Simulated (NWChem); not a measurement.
System: CH₄F₂OSn; SMILES [CH3][Sn]([OH])([F])[F]

Here is an NWChem input.

```
start job
memory heap 200 mb stack 900 mb global 1100 mb
geometry units angstroms noautoz
  C      0.017526    -2.124188    -0.077505
  Sn     0.009584    -0.013421     0.022221
  O      0.020586     0.869657    -1.726293
  F     -1.500147     0.689984     1.000644
  F      1.498506     0.698475     1.026036
  H      0.918092    -2.493566     0.429603
  H     -0.883273    -2.499866     0.424546
  H      0.021494    -2.425421    -1.132925
  H      0.006678     1.832133    -1.653658
end
basis spherical
  * library def2-svp
end
ecp
  Sn library def2-ecp
end
dft
  xc b3lyp
  iterations 150
  mulliken
end
task dft energy
```

Geometry: optimised at PBE0/def2-SVP. Not confirmed as a minimum by frequencies. def2 effective core potentials on Sn; no spin-orbit coupling.

Question: Predict the main results of this run. (B3LYP/def2-SVP with def2 effective core potentials on Sn.) Quantities: energy (Ha); highest occupied level (eV); orbital gap (eV); dipole (D).

Answer: 
```json
{
  "energy (Ha)": "-529.61",
  "highest occupied level (eV)": "-8.75",
  "orbital gap (eV)": "7.17",
  "dipole (D)": "2.83"
}
```
